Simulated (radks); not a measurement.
The boron anion B- inside a hard spherical wall (all orbitals vanish at R), configuration held at [He] 2s2 2p2 and not refilled when levels cross. All-electron calculation, non-relativistic Kohn-Sham, PBE, spin-polarised, spherical densities, point nucleus; open shells are filled with parallel spins first. Program: a radial shooting solver on a logarithmic mesh with Libxc functionals. Eigenvalues in eV for spin up, with the zero of energy where the potential of the charges vanishes at infinity; a dash marks a level that is unbound or too diffuse for the functional's potential to be trusted. A positive occupied level is held by the wall or, in an anion where self-interaction has pushed it up, behind a barrier. The pressure on the wall is -dE/dV.

[
 {"R (bohr)": "15", "E (hartree)": "-24.63045", "kinetic (hartree)": "24.534", "e(1s)": "-173.32", "e(2s)": "-3.515", "e(2p)": "1.884", "e(3s, empty)": "2.572", "e(3p, empty)": "3.186", "pressure (GPa)": "0.00702"},
 {"R (bohr)": "10", "E (hartree)": "-24.62276", "kinetic (hartree)": "24.548", "e(1s)": "-172.41", "e(2s)": "-2.801", "e(2p)": "2.563", "e(3s, empty)": "4.551", "e(3p, empty)": "5.970", "pressure (GPa)": "0.0800"},
 {"R (bohr)": "8", "E (hartree)": "-24.61077", "kinetic (hartree)": "24.581", "e(1s)": "-171.52", "e(2s)": "-2.183", "e(2p)": "3.223", "e(3s, empty)": "6.769", "e(3p, empty)": "8.797", "pressure (GPa)": "0.370"},
 {"R (bohr)": "6", "E (hartree)": "-24.56483", "kinetic (hartree)": "24.731", "e(1s)": "-169.23", "e(2s)": "-0.770", "e(2p)": "4.874", "e(3s, empty)": "12.506", "e(3p, empty)": "15.275", "pressure (GPa)": "3.04"},
 {"R (bohr)": "3.5", "E (hartree)": "-24.00387", "kinetic (hartree)": "26.324", "e(1s)": "-156.10", "e(2s)": "8.069", "e(2p)": "15.027", "e(3s, empty)": "47.684", "e(3p, empty)": "48.731", "pressure (GPa)": "134"},
 {"R (bohr)": "1.5", "E (hartree)": "-13.75244", "kinetic (hartree)": "45.621", "e(1s)": "-90.346", "e(2s)": "113.81", "e(2p)": "100.92", "e(3s, empty)": "382.82", "e(3p, empty)": "309.79", "pressure (GPa)": "22200"}
]
